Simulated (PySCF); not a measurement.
Isomers of C2H15NOSi4, mass 181.023 u with the commonest isotopes. Theory: PBE0/pcSseg-1 in PySCF (dipole) on a GFN2-xTB geometry, gas phase. One conformer each, none proved a minimum here; rigid rotors.

**Question.** Order these by radius of gyration √(Σ m r²/M), largest first.
A. `[CH3:1][O:2][CH2:3][SiH2:4][SiH2:5][N:6]([SiH3:7])[SiH3:8]` with C1–O2–C3–Si4 174°, O2–C3–Si4–Si5 -34°, C3–Si4–Si5–N6 -164°, Si4–Si5–N6–Si7 120°
B. `[CH3:1][SiH2:2][SiH2:3][Si@:4]([CH3:5])([OH:6])[SiH2:7][NH2:8]` with C1–Si2–Si3–Si4 -58°, Si2–Si3–Si4–C5 161°, Si3–Si4–O6–H 177°, Si3–Si4–Si7–N8 57°, Si4–Si7–N8–H -43° and 179°
C. `[CH3:1][CH2:2][SiH2:3][O:4][Si@@H:5]([NH2:6])[SiH2:7][SiH3:8]` with C1–C2–Si3–O4 -56°, C2–Si3–O4–Si5 23°, Si3–O4–Si5–N6 -51°, O4–Si5–N6–H 179° and -42°, O4–Si5–Si7–Si8 80°

**Answer.** A (2.726 Å), C (2.605 Å), B (2.499 Å).

**Question.** Order these by rotational constant B, smallest first.
A. `[CH3:1][O:2][CH2:3][SiH2:4][SiH2:5][N:6]([SiH3:7])[SiH3:8]` with C1–O2–C3–Si4 174°, O2–C3–Si4–Si5 -34°, C3–Si4–Si5–N6 -164°, Si4–Si5–N6–Si7 120°
B. `[CH3:1][SiH2:2][SiH2:3][Si@:4]([CH3:5])([OH:6])[SiH2:7][NH2:8]` with C1–Si2–Si3–Si4 -58°, Si2–Si3–Si4–C5 161°, Si3–Si4–O6–H 177°, Si3–Si4–Si7–N8 57°, Si4–Si7–N8–H -43° and 179°
C. `[CH3:1][CH2:2][SiH2:3][O:4][Si@@H:5]([NH2:6])[SiH2:7][SiH3:8]` with C1–C2–Si3–O4 -56°, C2–Si3–O4–Si5 23°, Si3–O4–Si5–N6 -51°, O4–Si5–N6–H 179° and -42°, O4–Si5–Si7–Si8 80°

**Answer.** A (438.5 MHz), C (499.6 MHz), B (606.0 MHz).

**Question.** Order these by rotational constant A, largest first.
A. `[CH3:1][CH2:2][SiH2:3][O:4][Si@@H:5]([NH2:6])[SiH2:7][SiH3:8]` with C1–C2–Si3–O4 -56°, C2–Si3–O4–Si5 23°, Si3–O4–Si5–N6 -51°, O4–Si5–N6–H 179° and -42°, O4–Si5–Si7–Si8 80°
B. `[CH3:1][O:2][CH2:3][SiH2:4][SiH2:5][N:6]([SiH3:7])[SiH3:8]` with C1–O2–C3–Si4 174°, O2–C3–Si4–Si5 -34°, C3–Si4–Si5–N6 -164°, Si4–Si5–N6–Si7 120°
C. `[CH3:1][SiH2:2][SiH2:3][Si@:4]([CH3:5])([OH:6])[SiH2:7][NH2:8]` with C1–Si2–Si3–Si4 -58°, Si2–Si3–Si4–C5 161°, Si3–Si4–O6–H 177°, Si3–Si4–Si7–N8 57°, Si4–Si7–N8–H -43° and 179°

**Answer.** B (1770 MHz), A (1360 MHz), C (1169 MHz).

```tsv
SMILES	point group	Ia (u·Å²)	Ib (u·Å²)	Ic (u·Å²)	κ	μa (D)	μb (D)	μc (D)
C[SiH2][SiH2][Si@](C)(O)[SiH2]N	C1	432.43	833.96	994.38	-0.70	1.02	0.05	0.86
COC[SiH2][SiH2]N([SiH3])[SiH3]	C1	285.51	1152.44	1253.12	-0.95	1.65	0.50	0.54
CC[SiH2]O[Si@@H](N)[SiH2][SiH3]	C1	371.54	1011.66	1072.74	-0.94	1.14	1.76	0.47
```
